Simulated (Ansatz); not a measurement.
Consider the atomization: `[SiH3][SiH2][GeH2][GeH2][SiH2][SiH3]` → 2 Ge• + 14 H• + 4 Si•.

Program: Ansatz. Geometries: PBE0-D4/def2-TZVP. ΔE: electronic, gas phase. CCSD(T)/CBS adds triple-zeta CCSD(T) − MP2 to the extrapolated MP2 energy (def2 sets, frozen cores). This one scheme is used for every species, atoms too. DFT in def2-TZVPP. B3LYP here is the variant with VWN-RPA as its local correlation; programs differ in this. HSE06 is defined as in plane-wave codes. Open shells (•) are unrestricted, without spin–orbit coupling. Spin–orbit coupling would lower the free atoms: a little for Si; clearly for Ge. For Ge outer-core shells are correlated without core-valence functions, so the limit isn't a true one: a few kJ/mol of doubt a bond, and 10 to 20 or more in all where bonds break to atoms. Scalar relativity is left out up to krypton. Each species was taken in one conformer, which may not be the lowest.

| level | ΔE (eV) | difference from CCSD(T)/CBS |
| --- | --- | --- |
| LDA (SPW92) | 64.29 | 5.69 |
| PBE-D4 | 57.47 | -1.13 |
| revPBE-D4 | 56.73 | -1.87 |
| BLYP-D4 | 57.24 | -1.36 |
| r2SCAN-D4 | 58.43 | -0.17 |
| B97M-V | 59.00 | 0.40 |
| PBE0-D4 | 57.62 | -0.98 |
| B3LYP-D4 | 58.17 | -0.43 |
| r2SCANh-D4 | 58.33 | -0.27 |
| r2SCAN0-D4 | 58.19 | -0.41 |
| HSE06-D4 | 57.61 | -0.99 |
| CAM-B3LYP-D4 | 58.32 | -0.28 |
| ωB97X-V | 59.05 | 0.45 |
| ωB97M-V | 58.05 | -0.55 |
| B2PLYP | 57.15 | -1.45 |
| PBE | 56.80 | -1.80 |
| revPBE | 55.20 | -3.40 |
| BLYP | 55.88 | -2.72 |
| r2SCAN | 58.25 | -0.35 |
| PBE0 | 57.02 | -1.58 |
| B3LYP | 57.09 | -1.51 |
| r2SCANh | 58.13 | -0.47 |
| r2SCAN0 | 57.97 | -0.63 |
| HSE06 | 57.05 | -1.55 |
| BHLYP | 56.96 | -1.64 |
| CAM-B3LYP | 57.69 | -0.91 |
| LC-ωPBE | 57.28 | -1.32 |
| HF/def2-SVP | 43.64 | -14.96 |
| MP2/def2-SVP | 53.59 | -5.01 |
| CCSD/def2-SVP | 54.04 | -4.56 |
| CCSD(T)/def2-SVP | 54.50 | -4.10 |
| HF/def2-TZVPP | 44.03 | -14.57 |
| MP2/def2-TZVPP | 56.33 | -2.27 |
| SCS-MP2/def2-TZVPP | 57.07 | -1.53 |
| CCSD(T)/def2-TZVPP | 57.33 | -1.27 |
| HF/def2-QZVPP | 44.05 | -14.55 |
| MP2/def2-QZVPP | 57.07 | -1.53 |
| HF/CBS(def2) | 44.06 | -14.54 |
| MP2/CBS(def2) | 57.60 | -1.00 |
| CCSD/CBS(def2) | 58.05 | -0.55 |
| CCSD(T)/CBS | 58.60 | 0 |

Largest T1 diagnostic among the species: 0.013.

From r2SCAN to r2SCAN0 (25 % exact exchange), in def2-TZVPP and without D4, ΔE moves by −0.28 eV: exact exchange takes away binding that semilocal exchange gives to molecules. The D4 term adds +1.08 eV with B3LYP and +0.59 eV with PBE0; it sums over pairs of atoms, weighted by their polarisabilities, and B3LYP, whose exchange is more repulsive, gets the larger term. At CCSD(T), def2-SVP lies −4.10 eV from the extrapolated value and def2-TZVPP −1.27 eV: correlation converges slowly with the basis, and small sets miss more of it in the bonded molecule than in its fragments.

For atomizations the MP2-based limit and the directly extrapolated one differ by several kJ/mol either way, and by 10 to 25 for some Ge, Se and Sn compounds, so smaller differences from it don't rank the levels.
